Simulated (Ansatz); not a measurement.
`OC[CH2][SnH3]` and `OCCN[SiH3]` differ in one atom or group.

Ansatz, PBE0-D4/def2-TZVP geometries, multiplicity 1. Each molecule was computed in one conformer, which needn't be the lowest.

Elements past krypton have def2 core potentials.

```json
{"property": "HOMO–LUMO gap (ωB97M-V/def2-TZVPP) / eV", "`OC[CH2][SnH3]`": "11.97"}
{"property": "HOMO–LUMO gap (B3LYP/def2-TZVPP) / eV", "`OC[CH2][SnH3]`": "7.71"}
{"property": "size of the dipole moment (PBE/def2-TZVPP) / D", "`OC[CH2][SnH3]`": "1.19"}
{"property": "size of the dipole moment (B3LYP/def2-TZVPP) / D", "`OC[CH2][SnH3]`": "1.22"}
{"property": "size of the dipole moment (ωB97M-V/def2-TZVPP) / D", "`OC[CH2][SnH3]`": "1.22"}
{"property": "HOMO–LUMO gap (PBE0/def2-TZVPP) / eV", "`OC[CH2][SnH3]`": "8.21"}
```

Give the same properties after the change, and the shifts. (Best estimate.)

The calculation gave: 
| property | `OCCN[SiH3]` | shift |
| --- | --- | --- |
| HOMO–LUMO gap (ωB97M-V/def2-TZVPP) / eV | 11.10 | -0.87 |
| HOMO–LUMO gap (B3LYP/def2-TZVPP) / eV | 6.76 | -0.95 |
| size of the dipole moment (PBE/def2-TZVPP) / D | 1.83 | 0.64 |
| size of the dipole moment (B3LYP/def2-TZVPP) / D | 1.86 | 0.64 |
| size of the dipole moment (ωB97M-V/def2-TZVPP) / D | 1.88 | 0.66 |
| HOMO–LUMO gap (PBE0/def2-TZVPP) / eV | 7.25 | -0.96 |

With PBE0 the HOMO rises by 1.14 eV and the LUMO rises by 0.18 eV, so the gap narrows by about 0.96 eV. PBE moves the HOMO by 0.81 eV and ωB97M-V by 1.26 eV. Dipoles are sizes alone; their direction can turn.

B3LYP here is the variant with VWN-RPA as its local correlation; programs differ in this.
